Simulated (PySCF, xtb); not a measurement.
SiCl2Br2, SMILES Br[Si](Cl)(Br)Cl.

Harmonic wavenumbers (cm⁻¹) from xtb 6.7.1 with GFN2-xTB at its own minimum, in rising order: 92, 96, 144, 146, 151, 313, 467, 522, 539.

Question: What does PBE0-D3(BJ)/def2-SVP (PySCF 2.14.0) give at its own minimum? (Estimate from the structure and the level; the computed values follow.)

Answer: 105, 117, 170, 177, 180, 328, 519, 588, 628. Paired by order, the mean absolute difference is 38 cm⁻¹ and the zero-point energies are 3.5 and 4.0 kcal/mol.
